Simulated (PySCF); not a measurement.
Basis-set dependence of population analyses: B2H5NO

Species: B2H5NO.
Numbering: `[BH2:1][O:2][BH:3][NH2:4]` (hydrogens: H5, H6 on B1; H7 on B3; H8, H9 on N4)

PBE0 throughout (PySCF), one geometry, spherical d and f functions. The structure is a single PBE0-D3(BJ)/def2-SVP conformer in the gas phase; no vibrational or solvent corrections. Atoms taken as equivalent share a column and are averaged.

Mulliken charges (e):

```csv
basis,functions,B1,O2,B3,N4,H5/H6,H7,H8/H9
STO-3G,25,+0.190,-0.289,+0.316,-0.465,-0.063,-0.058,+0.216
6-31G,46,+0.337,-0.554,+0.542,-0.829,-0.063,-0.049,+0.339
pcSseg-0,46,+0.285,-0.655,+0.581,-0.833,-0.015,-0.009,+0.330
6-31G*,66,+0.183,-0.339,+0.357,-0.775,-0.045,-0.045,+0.354
cc-pVDZ,81,+0.079,-0.032,-0.018,-0.023,-0.069,-0.074,+0.103
def2-SVP,81,+0.129,-0.105,+0.010,-0.112,-0.069,-0.065,+0.140
pcSseg-1,93,+0.292,-0.474,+0.388,-0.451,-0.053,-0.047,+0.200
aug-cc-pVDZ,137,-0.979,-0.509,+0.033,+0.058,+0.547,+0.387,-0.042
"6-311+G(2d,p)",138,+0.192,-0.699,+0.694,-0.676,-0.011,+0.003,+0.254
def2-TZVP,154,+0.089,-0.291,+0.193,-0.466,-0.006,-0.008,+0.247
IGLO-III,190,+0.336,-0.550,+0.544,-0.537,-0.072,-0.078,+0.214
cc-pVTZ,190,+0.048,-0.155,+0.082,-0.222,-0.023,-0.030,+0.161
```

IAO charges (e):

```csv
basis,functions,B1,O2,B3,N4,H5/H6,H7,H8/H9
STO-3G,25,+0.126,-0.314,+0.230,-0.461,-0.019,-0.012,+0.235
6-31G,46,+0.152,-0.400,+0.266,-0.556,-0.008,-0.011,+0.282
pcSseg-0,46,+0.145,-0.380,+0.246,-0.516,-0.011,-0.015,+0.271
6-31G*,66,+0.189,-0.418,+0.301,-0.561,-0.020,-0.022,+0.276
cc-pVDZ,81,+0.168,-0.403,+0.278,-0.548,-0.015,-0.018,+0.277
def2-SVP,81,+0.177,-0.401,+0.278,-0.538,-0.020,-0.022,+0.273
pcSseg-1,93,+0.177,-0.412,+0.284,-0.554,-0.016,-0.018,+0.277
aug-cc-pVDZ,137,+0.173,-0.411,+0.286,-0.576,-0.013,-0.016,+0.286
"6-311+G(2d,p)",138,+0.179,-0.418,+0.292,-0.580,-0.015,-0.017,+0.286
def2-TZVP,154,+0.181,-0.420,+0.295,-0.579,-0.015,-0.018,+0.285
IGLO-III,190,+0.180,-0.419,+0.294,-0.582,-0.015,-0.017,+0.287
cc-pVTZ,190,+0.180,-0.418,+0.294,-0.576,-0.015,-0.018,+0.285
```

Hirshfeld charges (e):

```json
{"basis": "STO-3G", "functions": "25", "B1": "+0.152", "O2": "-0.135", "B3": "+0.171", "N4": "-0.186", "H5/H6": "-0.084", "H7": "-0.081", "H8/H9": "+0.123"}
{"basis": "6-31G", "functions": "46", "B1": "+0.169", "O2": "-0.199", "B3": "+0.170", "N4": "-0.222", "H5/H6": "-0.065", "H7": "-0.062", "H8/H9": "+0.137"}
{"basis": "pcSseg-0", "functions": "46", "B1": "+0.173", "O2": "-0.192", "B3": "+0.173", "N4": "-0.221", "H5/H6": "-0.071", "H7": "-0.069", "H8/H9": "+0.139"}
{"basis": "6-31G*", "functions": "66", "B1": "+0.172", "O2": "-0.191", "B3": "+0.170", "N4": "-0.226", "H5/H6": "-0.067", "H7": "-0.063", "H8/H9": "+0.137"}
{"basis": "cc-pVDZ", "functions": "81", "B1": "+0.170", "O2": "-0.186", "B3": "+0.172", "N4": "-0.230", "H5/H6": "-0.069", "H7": "-0.066", "H8/H9": "+0.138"}
{"basis": "def2-SVP", "functions": "81", "B1": "+0.175", "O2": "-0.193", "B3": "+0.178", "N4": "-0.233", "H5/H6": "-0.069", "H7": "-0.067", "H8/H9": "+0.139"}
{"basis": "pcSseg-1", "functions": "93", "B1": "+0.183", "O2": "-0.207", "B3": "+0.190", "N4": "-0.241", "H5/H6": "-0.067", "H7": "-0.063", "H8/H9": "+0.137"}
{"basis": "aug-cc-pVDZ", "functions": "137", "B1": "+0.181", "O2": "-0.211", "B3": "+0.191", "N4": "-0.247", "H5/H6": "-0.063", "H7": "-0.058", "H8/H9": "+0.136"}
{"basis": "6-311+G(2d,p)", "functions": "138", "B1": "+0.189", "O2": "-0.220", "B3": "+0.195", "N4": "-0.246", "H5/H6": "-0.065", "H7": "-0.059", "H8/H9": "+0.135"}
{"basis": "def2-TZVP", "functions": "154", "B1": "+0.184", "O2": "-0.213", "B3": "+0.192", "N4": "-0.246", "H5/H6": "-0.065", "H7": "-0.060", "H8/H9": "+0.137"}
{"basis": "IGLO-III", "functions": "190", "B1": "+0.183", "O2": "-0.215", "B3": "+0.194", "N4": "-0.249", "H5/H6": "-0.064", "H7": "-0.058", "H8/H9": "+0.136"}
{"basis": "cc-pVTZ", "functions": "190", "B1": "+0.181", "O2": "-0.208", "B3": "+0.190", "N4": "-0.246", "H5/H6": "-0.066", "H7": "-0.062", "H8/H9": "+0.138"}
```

ESP-fitted charges (e):

```
        basis  functions      B1      O2      B3      N4   H5/H6      H7   H8/H9
       STO-3G         25  +0.339  -0.301  +0.515  -0.732  -0.147  -0.155  +0.314
        6-31G         46  +0.537  -0.541  +0.723  -1.083  -0.172  -0.165  +0.436
     pcSseg-0         46  +0.567  -0.551  +0.719  -1.010  -0.184  -0.181  +0.412
       6-31G*         66  +0.441  -0.409  +0.626  -1.044  -0.156  -0.153  +0.426
      cc-pVDZ         81  +0.415  -0.390  +0.540  -0.907  -0.146  -0.137  +0.385
     def2-SVP         81  +0.443  -0.412  +0.570  -0.922  -0.155  -0.143  +0.387
     pcSseg-1         93  +0.489  -0.467  +0.664  -1.033  -0.164  -0.157  +0.416
  aug-cc-pVDZ        137  +0.424  -0.417  +0.663  -1.071  -0.146  -0.155  +0.423
6-311+G(2d,p)        138  +0.430  -0.427  +0.673  -1.110  -0.146  -0.152  +0.439
    def2-TZVP        154  +0.428  -0.414  +0.659  -1.085  -0.148  -0.153  +0.430
     IGLO-III        190  +0.428  -0.419  +0.669  -1.085  -0.147  -0.155  +0.428
      cc-pVTZ        190  +0.430  -0.413  +0.635  -1.032  -0.149  -0.152  +0.415
```

Some averages cover members that differ in this geometry, most widely: H5/H6, Mulliken in aug-cc-pVDZ +0.406 to +0.688; H8/H9, Mulliken in aug-cc-pVDZ -0.072 to -0.013 e.

Question: Which scheme is steadiest as the basis changes?

Answer: Largest range over the bases for any column: Hirshfeld 0.08 e, IAO 0.12 e, ESP-fitted 0.38 e, Mulliken 1.32 e. Hirshfeld charges move least and Mulliken charges most, counted in e. Without the minimal STO-3G basis the ranges are Hirshfeld 0.03, IAO 0.07, ESP-fitted 0.20, Mulliken 1.32 e.

Question: What do the same runs give for the total energy, the frontier levels and the dipole moment?

Answer: 
```
        basis  energy (Eh)  HOMO (eV)  LUMO (eV)  μ (D)
       STO-3G    -180.2148      -5.51       2.68   2.90
        6-31G    -182.5196      -8.03      -0.25   2.48
     pcSseg-0    -182.1687      -8.21      -0.44   2.60
       6-31G*    -182.5688      -8.05      -0.09   2.50
      cc-pVDZ    -182.5843      -8.10      -0.33   2.54
     def2-SVP    -182.4436      -8.15      -0.37   2.56
     pcSseg-1    -182.5600      -8.27      -0.50   2.36
  aug-cc-pVDZ    -182.5973      -8.27      -0.66   2.20
6-311+G(2d,p)    -182.6355      -8.30      -0.64   2.21
    def2-TZVP    -182.6502      -8.27      -0.55   2.25
     IGLO-III    -182.6560      -8.29      -0.61   2.21
      cc-pVTZ    -182.6457      -8.25      -0.50   2.32
```

The dipole is fixed by the density alone, so its range of 0.70 D shows that the density itself changes with the basis, not only its division among atoms.
